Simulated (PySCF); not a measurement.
methoxycyclobutane (C5H10O), SMILES C1(CCC1)OC. Geometry: PBE-D3(BJ)/def2-SVP. The values are those of a single conformer.

All values below come from PySCF 2.14.0 with PBE-D3(BJ)/def2-SVP.

Harmonic wavenumbers (cm⁻¹): 103, 143, 201, 260, 433, 446, 598, 740, 765, 875, 921, 926, 953, 1034, 1045, 1102, 1138, 1141, 1155, 1180, 1196, 1207, 1214, 1225, 1256, 1337, 1391, 1404, 1405, 1414, 1431, 1444, 2882, 2892, 2947, 2991, 2999, 3003, 3053, 3060, 3062, 3071. Rotational constants (GHz): 8.556, 2.364, 2.025; symmetry number 1.

Task: Work out the zero-point energy and the ideal-gas rigid-rotor harmonic-oscillator thermochemistry at 298.15 K and 1 atm.

Result: ZPE = ½ Σ hcν = ½ × 61042 cm⁻¹ = 365.11 kJ/mol. H − E(el) = 385.03 kJ/mol. Entropy in J/(mol K): translation 164.32, rotation 110.73, vibration 57.80, total 332.85. G − E(el) = 285.79 kJ/mol. Cp = 109.48 J/(mol K). Modes under 150 cm⁻¹ make the vibrational entropy uncertain.
